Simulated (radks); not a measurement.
Results of a calculation; reference values are marked as such.
Trend from Zr to Cd: ionisation energy by Delta-SCF between NIST ground configurations, and size. Level of theory: non-relativistic Kohn-Sham, TPSS, spin-polarised, spherical densities, point nucleus; open shells are filled with parallel spins first (spin-orbit coupling, left out, can overturn this in heavy ions); meta-GGA in the generalised Kohn-Sham scheme (a radial shooting solver on a logarithmic mesh with Libxc functionals).

species	configuration	configuration of the ion	IE (eV)	NIST (eV)	kind	outermost	<r> outermost (bohr)
Zr	[Kr] 4d2 5s2	[Kr] 4d2 5s1	6.142	6.634	exp.	5s	3.94
Nb	[Kr] 4d4 5s1	[Kr] 4d4	6.623	6.759	exp.	5s	3.72
Mo	[Kr] 4d5 5s1	[Kr] 4d5	6.854	7.092	exp.	5s	3.59
Tc	[Kr] 4d5 5s2	[Kr] 4d5 5s1	6.491	7.119	exp.	5s	3.65
Ru	[Kr] 4d7 5s1	[Kr] 4d7	7.095	7.361	exp.	5s	3.42
Rh	[Kr] 4d8 5s1	[Kr] 4d8	7.113	7.459	exp.	5s	3.37
Pd	[Kr] 4d10	[Kr] 4d9	8.942	8.337	exp.	4d	1.57
Ag	[Kr] 4d10 5s1	[Kr] 4d10	7.108	7.576	exp.	5s	3.30
Cd	[Kr] 4d10 5s2	[Kr] 4d10 5s1	8.273	8.994	exp.	5s	3.03

Reference values: NIST Atomic Spectra Database (exp. = measured, semi-emp. = semi-empirical, theory = theoretical value adopted there). Relativity is left out here, which matters for elements this heavy. Open shells are spherical and high-spin; term and fine-structure splittings are not resolved.
